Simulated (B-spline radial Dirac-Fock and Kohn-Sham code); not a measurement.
# Dipole and non-dipole photoemission parameters of Hf 4d5/2

System: neutral hafnium, configuration [Xe] 4f14 5d2 6s2; threshold 211.5 eV (tabulated edge). The computed values come from an atomic code on a B-spline grid: Dirac-Hartree-Slater photoionisation with a Latter tail; cross sections with all multipoles, angular parameters from the dipole term and its interference with E2.

For linearly polarised light dσ/dΩ = σ/(4π) [1 + β P₂(cos θ) + (δ + γ cos²θ) sin θ cos φ], with θ from the polarisation vector and φ the angle between the beam and the projection of the electron momentum on the plane normal to the polarisation.

| hν (eV) | σ (kb) | β | γ | δ |
| --- | --- | --- | --- | --- |
| 260 | 213 | 0.686 | 0.027 | 0.009 |
| 325 | 220 | -0.989 | -0.309 | 0.153 |
| 400 | 339 | -0.362 | -0.055 | 0.138 |
| 600 | 393 | 0.609 | 0.181 | 0.044 |
| 656 | 374 | 0.738 | 0.165 | 0.031 |
| 921 | 264 | 1.072 | 0.035 | 0.005 |
| 1000 | 236 | 1.126 | 0.006 | 0.004 |
| 1020 | 229 | 1.138 | 0.000 | 0.004 |
| 1120 | 198 | 1.189 | -0.024 | 0.004 |
| 1253.6 | 164 | 1.239 | -0.042 | 0.006 |
| 1490 | 120 | 1.295 | -0.041 | 0.011 |
| 1990 | 65.6 | 1.342 | 0.037 | 0.022 |
| 2300 | 47.1 | 1.348 | 0.110 | 0.029 |
| 2984.4 | 24.8 | 1.334 | 0.288 | 0.045 |
| 3540 | 15.9 | 1.310 | 0.432 | 0.057 |
| 5070 | ? | ? | ? | ? |
| 5520 | 4.50 | 1.203 | 0.872 | 0.101 |
| 6490 | 2.76 | 1.153 | 1.045 | 0.124 |
| 9251.7 | 0.892 | 1.027 | 1.426 | 0.188 |
| 11300 | 0.458 | 0.950 | 1.640 | 0.235 |
| 15000 | 0.171 | 0.838 | 1.934 | 0.317 |

Question: Give the values at 5070 eV.

Answer: σ = 5.79 kb, β = 1.228, γ = 0.783, δ = 0.091.
